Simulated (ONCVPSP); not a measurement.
**An all-electron radial function and its pseudo partner (Sc)**

Columns: radius, all-electron u(r) and pseudo u(r) of the 3d shell (level -6.43 eV) of scandium in the configuration [Ne] 3s2 3p6 3d1 4s1.5; PBE, scalar-relativistic, ONCV scheme, ONCVPSP 4.0.1.

```json
{"r (bohr)": "0.118", "all-electron": "0.0359", "pseudo": "0.0041"}
{"r (bohr)": "0.235", "all-electron": "0.1523", "pseudo": "0.0309"}
{"r (bohr)": "0.353", "all-electron": "0.2991", "pseudo": "0.0960"}
{"r (bohr)": "0.470", "all-electron": "0.4347", "pseudo": "0.2012"}
{"r (bohr)": "0.588", "all-electron": "0.5458", "pseudo": "0.3380"}
{"r (bohr)": "0.705", "all-electron": "0.6280", "pseudo": "0.4849"}
{"r (bohr)": "0.822", "all-electron": "0.6828", "pseudo": "0.6206"}
{"r (bohr)": "0.940", "all-electron": "0.7141", "pseudo": "0.7273"}
{"r (bohr)": "1.058", "all-electron": "0.7262", "pseudo": "0.7928"}
{"r (bohr)": "1.175", "all-electron": "0.7241", "pseudo": "0.8161"}
{"r (bohr)": "1.292", "all-electron": "0.7120", "pseudo": "0.8051"}
{"r (bohr)": "1.410", "all-electron": "0.6928", "pseudo": "0.7706"}
{"r (bohr)": "1.528", "all-electron": "0.6691", "pseudo": "0.7247"}
{"r (bohr)": "1.645", "all-electron": "0.6428", "pseudo": "0.6772"}
{"r (bohr)": "1.763", "all-electron": "0.6148", "pseudo": "0.6329"}
{"r (bohr)": "1.880", "all-electron": "0.5864", "pseudo": "0.5944"}
{"r (bohr)": "1.998", "all-electron": "0.5579", "pseudo": "0.5606"}
{"r (bohr)": "2.115", "all-electron": "0.5301", "pseudo": "0.5307"}
{"r (bohr)": "2.232", "all-electron": "0.5030", "pseudo": "0.5031"}
{"r (bohr)": "2.350", "all-electron": "0.4767", "pseudo": "0.4767"}
{"r (bohr)": "2.468", "all-electron": "0.4515", "pseudo": "0.4515"}
{"r (bohr)": "2.585", "all-electron": "0.4276", "pseudo": "0.4276"}
{"r (bohr)": "2.702", "all-electron": "0.4049", "pseudo": "0.4049"}
{"r (bohr)": "2.820", "all-electron": "0.3830", "pseudo": "0.3830"}
{"r (bohr)": "2.938", "all-electron": "0.3622", "pseudo": "0.3622"}
{"r (bohr)": "3.055", "all-electron": "0.3424", "pseudo": "0.3424"}
```

Q: How many radial nodes do the two functions have?

A: The all-electron 3d function has n − l − 1 = 0; the pseudo-wave has 0.

Q: At about which radius was the pseudo-wave matched?

A: 2.35 bohr. The columns agree to 0.0005 from 2.23 bohr on; several derivatives are matched, so the curves merge somewhat inside the radius.

Q: Where does each function peak?

A: Outermost all-electron maximum near 1.06 bohr, pseudo maximum near 1.18 bohr (to the table’s step).

Q: Is the pseudo-wave norm-conserving?

A: Yes: the ONCV scheme keeps the norm inside the radius equal to the all-electron one, which fixes the energy derivative of the logarithmic derivative at the level.
